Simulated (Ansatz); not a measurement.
`C[SiH](O)[AlH][OH]` + `CNC` → `C[N](C)[AlH][OH]` + `C[SiH2]O`  (cleavage of the Al–Si bond)

Calculated with Ansatz (gas phase, PBE0-D4/def2-TZVP geometries, no zero-point term in ΔE). CCSD(T)/CBS adds triple-zeta CCSD(T) − MP2 to the extrapolated MP2 energy (def2 sets, frozen cores). This one scheme is used for every species. DFT in def2-TZVPP. Each species was taken in one conformer, which may not be the lowest.

Question: Is it downhill or uphill in electronic energy at CCSD(T)/CBS, and by how much? (Estimate.)

Answer: Ansatz gave: Downhill: ΔE = -105.1 kJ/mol.

Question: What do these levels give: LDA (SPW92), r2SCAN-D4, BHLYP-D4, PBE, PBE0, LC-ωPBE, HF/def2-SVP, HF/def2-TZVPP, CCSD(T)/def2-TZVPP, MP2/def2-QZVPP, HF/CBS(def2), CCSD/CBS(def2)? (Estimate.)

Answer: Computed: LDA (SPW92) -95.0, r2SCAN-D4 -103.2, BHLYP-D4 -107.9, PBE -83.5, PBE0 -88.5, LC-ωPBE -96.7, HF/def2-SVP -109.4, HF/def2-TZVPP -108.1, CCSD(T)/def2-TZVPP -106.2, MP2/def2-QZVPP -116.1, HF/CBS(def2) -109.6, CCSD/CBS(def2) -105.3 kJ/mol.

Largest T1 diagnostic among the species: 0.012.

The D4 term adds −3.1 kJ/mol with B3LYP and −1.5 kJ/mol with PBE0; it sums over pairs of atoms, weighted by their polarisabilities, and B3LYP, whose exchange is more repulsive, gets the larger term. From BLYP to BHLYP (50 % exact exchange), in def2-TZVPP and without D4, ΔE moves by −10.7 kJ/mol.

B3LYP here is the variant with VWN-RPA as its local correlation; programs differ in this.
